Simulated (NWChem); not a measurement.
# BSiH₃Cl₂; SMILES [SiH3]B(Cl)Cl

```xyz
7

B     -0.0135    -0.0902     0.0056
Cl     1.5341    -0.9096    -0.0046
Cl    -1.4661    -1.0631    -0.0043
Si    -0.0676     1.9350     0.0052
H     -1.4587     2.4597     0.1492
H      0.5091     2.4293    -1.2850
H      0.7781     2.4595     1.1222
```
Atoms are numbered in this order, from 1.

Computed with NWChem. Pople sets run with spherical d functions. All runs use the structure optimised with PBE0/def2-SVP. GIAO values for the isolated, static molecule; σ is the absolute isotropic shielding, δ = σ(reference) − σ with the isolated reference molecule computed at the same levels (11B: boron trifluoride, 1H: tetramethylsilane, 29Si: tetramethylsilane).

| level | δ B1 (ppm) | σ Cl2 (ppm) | σ Cl3 (ppm) | δ Si4 (ppm) | δ H5 (rotor mean) (ppm) |
|---|---|---|---|---|---|
| Hartree-Fock/6-31G* | [?] | [?] | [?] | [?] | [?] |
| PBE0/pcSseg-1 | 66.4 | 550.3 | 536.6 | -96.3 | 3.75 |
| LDA (Slater exchange, VWN5)/pcSseg-1 | 69.6 | 463.8 | 447.5 | -109.1 | 3.92 |

Q: What belongs in the gaps?

A: 
- Hartree-Fock/6-31G*, δ B1 (ppm): 70.5
- Hartree-Fock/6-31G*, σ Cl2 (ppm): 723.9
- Hartree-Fock/6-31G*, σ Cl3 (ppm): 715.4
- Hartree-Fock/6-31G*, δ Si4 (ppm): -64.7
- Hartree-Fock/6-31G*, δ H5 (rotor mean) (ppm): 3.83
